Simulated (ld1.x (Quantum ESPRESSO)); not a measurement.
# Sb (Z = 51): TM pseudisation with PBEsol, scalar-relativistic reference atom.

ld1.x (Quantum ESPRESSO) 7.5 input, shortened:

```
&input
   title='Sb', zed=51., rel=1, dft='PBESOL', iswitch=3,
   config='[Kr] 4d10 5s2 5p3'
 /
 &inputp
   pseudotype=2, tm=.true., lloc=0,
   nlcc=.false.
 /
3
5P  2  1   3.00   0.00  1.65  1.65  0.0
4D  3  2  10.00   0.00  1.45  1.45  0.0
5S  1  0   2.00   0.00  2.00  2.00  0.0
 &test
   configts(1)='4d10 5s2 5p3'
 /
```

Does the generator finish with these settings?

Yes, a potential is produced and its reference levels are reproduced.

Estimate the cutoffs (Ry, on a coarse ladder) from which the occupation-weighted sum of valence levels, in a spherical-Bessel basis at the reference potential, stays within 10 and 1 mRy of its value at 400 Ry.

90 Ry and 160 Ry.

Does the potential have ghost states?

Ghost state, extra bound levels that the all-electron valence spectrum of the same l lacks: p at -248.7 eV. A true bound ghost makes a file unfit for plane-wave use.

Which valence shell sets the plane-wave cutoff?

4d: its level needs 90 Ry to come within 1 mRy, against 50 Ry for 5p.

Tests: 4d10 5s2 5p2; 4d10 5s2 5p1; 4d10 5s2 5p0; 4d10 5s2 5p2.5; 4d10 5s0 5p5; 4d10 5s1 5p4; 4d10 5s1 5p3. Which has the largest error in its energy relative to the reference configuration, and how large is it?

4d10 5s2 5p0, with -3.9 meV (all-electron minus pseudo) on +48.80 eV.
